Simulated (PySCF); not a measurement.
Method: UwB97X/[Co def2-TZVP, Cl def2-TZVP], no relativity, density fitting, PySCF.

```xyz
3
charge 0 multiplicity 4, angstrom
Co    0.0000    0.0000    0.0000
Cl    2.0818    0.0000    0.0000
Cl   -2.0818    0.0000    0.0000
```

CoCl2 (quartet), along the line from Co1 (at 0) through Cl2 (at 2.082 Å).

Task: Tabulate the fields along this line at -0.62, -0.42, -0.21, 0.10, 0.31, 0.52, 0.73, 0.94, 1.14, 1.35, 1.56, 1.77, 1.98, 2.29, 2.50, 2.71, 2.91, 3.12, 3.33 Å.

Result: 
```csv
distance (Å),electron density (e/Å³),spin density (e/Å³),electron localisation function,electrostatic potential (V)
-0.62,3.37,0.0179,0.625,42.6
-0.42,16.8,0.211,0.873,128
-0.21,55.5,0.886,0.226,621
0.10,502,0.731,0.823,1950
0.31,31.5,0.54,0.78,265
0.52,7.62,0.0668,0.812,69.9
0.73,1.62,0.0036,0.34,28.3
0.94,0.784,-0.0038,0.226,16
1.14,0.954,-0.00799,0.675,15.4
1.35,1.52,-0.011,0.796,28.7
1.56,2.17,-0.00988,0.222,71.4
1.77,12.6,-0.00241,0.55,205
1.98,204,-0.0218,0.36,1310
2.29,61.1,0.00368,0.863,420
2.50,3.43,-0.00894,0.0896,117
2.71,1.71,-0.0122,0.682,43.1
2.91,0.93,-0.00869,0.874,16.3
3.12,0.419,-0.00457,0.841,6.1
3.33,0.176,-0.00214,0.75,2.19
```

On a grid of 0.10 Å the density has a local minimum along the bond near 0.94 Å from Co, at 0.78 e/Å³, where the ELF is 0.23.

Open d and f shells are described by one determinant, and the ground state may have another occupation or spin.
